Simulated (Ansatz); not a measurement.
Reaction: GeH3SeF (SMILES F[Se][GeH3]) → GeH3Se (SMILES [GeH3][Se], doublet) + F (doublet) (the F-Se bond breaks)
Each species at its own B3LYP-D3(BJ)/def2-TZVP minimum (Ansatz, an electronic-structure program).

Total energies in hartree (Ansatz). UHF or UKS for unpaired electrons; spin-orbit terms are left out. Cores are frozen in correlated methods (noble-gas shells, and filled d and f shells in the p block). No relativity.

```tsv
species	HF/cc-pVTZ	CCSD(T)/cc-pVTZ	HF/cc-pVQZ	CCSD(T)/cc-pVQZ	CCSD(T)/cc-pVDZ	CCSDT(Q)/cc-pVDZ
1: GeH3SeF (SMILES F[Se][GeH3])	-4576.50395	-4577.08329	-4576.52178	-4577.14722	-4576.75766	-4576.75968
2: GeH3Se (SMILES [GeH3][Se], doublet)	-4477.04916	-4477.34470	-4477.05614	-4477.37160	-4477.13060	-4477.13182
3: F (doublet)	-99.40552	-99.62036	-99.41377	-99.65026	-99.52757	-99.52776
```

Work out the bond dissociation energy (electronic) in kcal/mol: take Hartree-Fock from cc-pVQZ, extrapolate the CCSD(T) correlation energy as X^-3 (X = 3, 4), and add CCSDT(Q) - CCSD(T) in cc-pVDZ. 1 hartree = 627.51 kcal/mol.


Species 1: correlation (64·(-0.62544) - 27·(-0.57934))/37 = -0.65908; step -0.00202; E1 = -4576.52178 + (-0.65908) + (-0.00202) = -4577.18288
Species 2: correlation (64·(-0.31546) - 27·(-0.29554))/37 = -0.33000; step -0.00122; E2 = -4477.05614 + (-0.33000) + (-0.00122) = -4477.38736
Species 3: correlation (64·(-0.23649) - 27·(-0.21484))/37 = -0.25229; step -0.00019; E3 = -99.41377 + (-0.25229) + (-0.00019) = -99.66625
-1·E1 +1·E2 +1·E3 = 0.12927 hartree = 81.1 kcal/mol.
